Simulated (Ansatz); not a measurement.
Start from `CNCS[SiH3]` and change one atom or group to get `[AlH2][SiH2]CS[SiH3]`.

Ansatz, PBE0-D4/def2-TZVP geometries, multiplicity 1. Each molecule was computed in one conformer, which needn't be the lowest.

```csv
property,`CNCS[SiH3]`
HOMO energy (ωB97M-V/def2-TZVPP) / eV,-8.91
HOMO energy (PBE0/def2-TZVPP) / eV,-6.71
size of the dipole moment (B3LYP/def2-TZVPP) / D,1.11
HOMO energy (PBE/def2-TZVPP) / eV,-5.45
HOMO energy (B3LYP/def2-TZVPP) / eV,-6.48
LUMO energy (B3LYP/def2-TZVPP) / eV,0.01
```

Problem. What does the change do to each property? (An estimate is asked.)

Solution. Ansatz gave: 
| property | `[AlH2][SiH2]CS[SiH3]` | shift |
| --- | --- | --- |
| HOMO energy (ωB97M-V/def2-TZVPP) / eV | -8.88 | 0.03 |
| HOMO energy (PBE0/def2-TZVPP) / eV | -6.89 | -0.18 |
| size of the dipole moment (B3LYP/def2-TZVPP) / D | 3.16 | 2.05 |
| HOMO energy (PBE/def2-TZVPP) / eV | -5.86 | -0.41 |
| HOMO energy (B3LYP/def2-TZVPP) / eV | -6.70 | -0.22 |
| LUMO energy (B3LYP/def2-TZVPP) / eV | -1.08 | -1.09 |

With PBE0 the HOMO falls by 0.18 eV and the LUMO falls by 1.16 eV, so the gap narrows by about 0.98 eV. PBE moves the HOMO by -0.41 eV and ωB97M-V by 0.03 eV. Dipoles are sizes alone; their direction can turn.

B3LYP here is the variant with VWN-RPA as its local correlation; programs differ in this.
